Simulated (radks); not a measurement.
Tm4+, configuration [Xe] 4f11 (the NIST ground configuration). Calculated with a radial shooting solver on a logarithmic mesh with Libxc functionals: scalar-relativistic Kohn-Sham, PBE, spin-polarised, spherical densities, point nucleus; open shells are filled with parallel spins first (spin-orbit coupling, left out, can overturn this in heavy ions).

Unscreened Slater integrals over Kohn-Sham orbitals (eV). They are taken over the spin-up orbitals. Empty in this configuration: 5d.

| integral | value |
|---|---|
| F0(4f,4f) | 35.607 |
| F2(4f,4f) | 16.983 |
| F4(4f,4f) | 10.666 |
| F6(4f,4f) | 7.6763 |
| F0(4f,5p) | 21.796 |
| F2(4f,5p) | 7.3065 |
| G2(4f,5p) | 3.5256 |
| G4(4f,5p) | 2.7845 |
| F0(4f,5s) | 24.361 |
| G3(4f,5s) | 4.2275 |
| F0(4f,5d) | 16.824 |
| F2(4f,5d) | 4.2850 |
| F4(4f,5d) | 2.0946 |
| G1(4f,5d) | 1.8631 |
| G3(4f,5d) | 1.5749 |
| G5(4f,5d) | 1.2159 |
| F0(5p,5p) | 18.044 |
| F2(5p,5p) | 9.7767 |
| F0(5p,5s) | 19.222 |
| G1(5p,5s) | 12.901 |
| F0(5p,5d) | 15.050 |
| F2(5p,5d) | 7.4944 |
| G1(5p,5d) | 8.9126 |
| G3(5p,5d) | 5.5377 |
| F0(5s,5s) | 20.748 |
| F0(5s,5d) | 15.638 |
| G2(5s,5d) | 5.7652 |
| F0(5d,5d) | 13.287 |
| F2(5d,5d) | 7.0563 |
| F4(5d,5d) | 4.7091 |

Derived for the open shells (J is the average intra-shell exchange parameter used in DFT+U). 4f: F4/F2 = 0.628, F6/F2 = 0.452, J = (286 F2 + 195 F4 + 250 F6)/6435 = 1.376 eV.
